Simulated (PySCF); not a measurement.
# Spinor energies of Pb²⁺ (lead, charge +2)

Start: [Xe] 4f14 5d10 6s2. Calculated with PySCF 2.14 in x2c-SVPall-2c: generalised Hartree-Fock with the X2C-1e Hamiltonian and a Gaussian nucleus; one run each with spin-orbit coupling (SO) switched off, then screened by Boettger's factors.

```csv
spinor shell,electrons,"ε, spin-free (eV)","ε, screened SO (eV)",weight of nominal j (screened SO),"rms radius, screened SO (bohr)"
1s1/2,2,-88520.0,-88481.0,1.000,0.0181
2s1/2,2,-16006.1,-15993.6,1.000,0.0730
2p1/2,2,-13752.5,-15337.1,1.000,0.0617
2p3/2,4,-13752.5,-13141.9,1.000,0.0700
3s1/2,2,-3928.7,-3924.4,1.000,0.186
3p1/2,2,-3272.7,-3628.9,1.000,0.178
3p3/2,4,-3272.7,-3132.0,1.000,0.195
3d3/2,4,-2589.9,-2650.3,1.000,0.171
3d5/2,6,-2589.9,-2545.8,1.000,0.175
4s1/2,2,-942.29,-940.94,1.000,0.408
4p1/2,2,-723.56,-811.58,1.000,0.412
4p3/2,4,-723.56,-688.49,1.000,0.446
4d3/2,4,-464.04,-477.01,1.000,0.459
4d5/2,6,-464.04,-454.14,1.000,0.464
5s1/2,2,-184.12,-183.92,1.000,0.916
4f5/2,6,-176.14,-178.28,1.000,0.495
5p1/2,2,-121.01,-137.53,1.000,0.982
5p3/2,4,-121.01,-114.59,1.000,1.07
5d3/2,4,-46.095,-47.564,1.000,1.36
5d5/2,6,-46.095,-44.995,1.000,1.39
6s1/2,2,-30.151,-30.178,1.000,2.37
```

Task: Where does 4f7/2 lie, and what is the 4f spin-orbit splitting (screened SO)?

Result: At -173.39 eV, 4.889 eV above 4f5/2.

| quantity | spin-free | screened SO |
| --- | --- | --- |
| E (hartree) | -20863.73740 | -20901.42073 |
| M_J | 0 | 0 |
| ⟨J²⟩ | 0.000 | 0.000 |
| ⟨L²⟩ | 0.000 | 0.190 |
| ⟨S²⟩ | 0.000 | 0.190 |

Breit and QED terms are absent; they matter most for the inner s and p1/2 levels.

Densities and radii are taken from the X2C orbitals without a picture-change correction, which distorts them close to the nucleus.

Without spin-orbit coupling the j labels of p, d and f shells carry no meaning; the spin-free column gives the mean over the occupied spinors of each nl shell.
